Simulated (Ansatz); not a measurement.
C4H11ClFGaSi (`C[Si](C)(C)[CH2][Ga]([F])[Cl]`), relaxed with RKS PBE0-D4/def2-TZVP in the Gaussian-basis code of Ansatz from a GFN2-xTB geometry. The force threshold is 0.005 eV/Å; the program also tests the step.

Total charge 0; spin multiplicity 1.

Start:

```xyz
19

C     2.092   -0.671   -0.924
Si    0.444   -0.289   -0.045
C     0.666    1.087    1.259
C    -0.335   -1.837    0.749
C    -0.808    0.389   -1.330
Ga   -2.255    1.352   -0.289
F    -2.514    3.052   -0.757
Cl   -3.556    0.787    1.256
H     2.808   -1.088   -0.224
H     1.958   -1.393   -1.723
H     2.537    0.221   -1.355
H    -0.214    1.129    1.903
H     0.763    2.057    0.773
H     1.534    0.944    1.894
H    -0.427   -2.650    0.034
H    -1.331   -1.609    1.123
H     0.258   -2.201    1.582
H    -0.371    1.128   -2.000
H    -1.249   -0.409   -1.925
```

```csv
step,energy (eV),largest force (eV/Å),largest move (Å)
1,-79808.8178,1.224,0.000
2,-79808.9237,0.768,0.195
3,-79808.9446,1.148,0.195
4,-79808.9720,0.707,0.076
5,-79808.9915,0.123,0.111
6 (rejected),-79808.9786,0.347,0.125
7,-79808.9970,0.036,0.061
8,-79808.9980,0.035,0.048
9,-79808.9987,0.059,0.087
10,-79808.9990,0.052,0.103
11,-79808.9996,0.023,0.029
12,-79808.9999,0.014,0.028
13,-79809.0001,0.026,0.047
14,-79809.0003,0.036,0.047
15,-79809.0004,0.036,0.015
16,-79809.0004,0.026,0.034
17,-79809.0004,0.016,0.023
18,-79809.0005,0.005,0.006
19,-79809.0005,0.004,0.008
20,-79809.0005,0.006,0.009
21,-79809.0005,0.004,0.009
```

End:

```xyz
19

C     2.009   -0.674   -0.922
Si    0.419   -0.243   -0.036
C     0.737    1.096    1.239
C    -0.304   -1.754    0.794
C    -0.832    0.411   -1.291
Ga   -2.281    1.337   -0.413
F    -2.440    3.081   -0.455
Cl   -3.795    0.435    0.798
H     2.749   -1.074   -0.222
H     1.838   -1.428   -1.694
H     2.446    0.205   -1.403
H    -0.153    1.306    1.842
H     1.053    2.032    0.770
H     1.525    0.792    1.934
H    -0.483   -2.554    0.071
H    -1.256   -1.526    1.281
H     0.377   -2.142    1.557
H    -0.363    1.120   -1.978
H    -1.245   -0.419   -1.872
```

It took 53 s on 4 threads of an AMD EPYC 7R13 on a shared host and a share of an NVIDIA H100 80 GB, with 1.5 GiB of host memory at the peak.
